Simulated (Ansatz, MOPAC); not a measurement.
The molecule NaSi+, multiplicity 3 (lowest of 2S+1 = 1, 3, 5 at CCSD(T)/def2-TZVPP on PBE0 minima; our sources give no spin for the ground state, which may be another).

Constants: fifth-degree fit in 1/R to seven points, most abundant isotopes. In def2 and cc sets the state is the lowest found near the PBE0 minimum, followed along R.

Programs: Ansatz (a first-principles code); MOPAC for PM6, PM7 (differences of heats of formation). 

```csv
level,r_e (Å),ω_e (cm⁻¹),B_e (cm⁻¹),α_e (cm⁻¹)
PM6,3.144,180,0.135,0.0014
PM7,3.002,273,0.148,0.0015
SVWN5/def2-TZVPP,3.096,148,0.139,0.0017
PBE/def2-TZVPP,3.159,142,0.134,0.0017
r2SCAN/def2-TZVPP,3.170,142,0.133,0.0017
B97M-V/def2-TZVPP,3.156,143,0.134,0.0017
B3LYP/def2-TZVPP,3.156,142,0.134,0.0017
PBE0/def2-TZVPP,3.143,145,0.135,0.0017
BHLYP/def2-TZVPP,3.126,148,0.137,0.0017
CAM-B3LYP/def2-TZVPP,3.113,149,0.138,0.0017
wB97X-V/def2-TZVPP,3.133,148,0.136,0.0017
wB97M-V/def2-TZVPP,3.173,138,0.133,0.0017
B2PLYP/def2-TZVPP,3.146,146,0.135,0.0016
CCSD/def2-TZVPP,3.175,144,0.132,0.0015
CCSD/def2-QZVPP,3.150,146,0.135,0.0015
CCSD(T)/def2-TZVPP,3.172,144,0.133,0.0015
CCSD(T)/def2-QZVPP,3.146,147,0.135,0.0015
```

Correlated levels freeze the inner cores; with def2 sets outer-core shells near the valence are correlated too. The state that PM6, PM7 reach isn't checked; PM7 holds dispersion and hydrogen-bond terms.
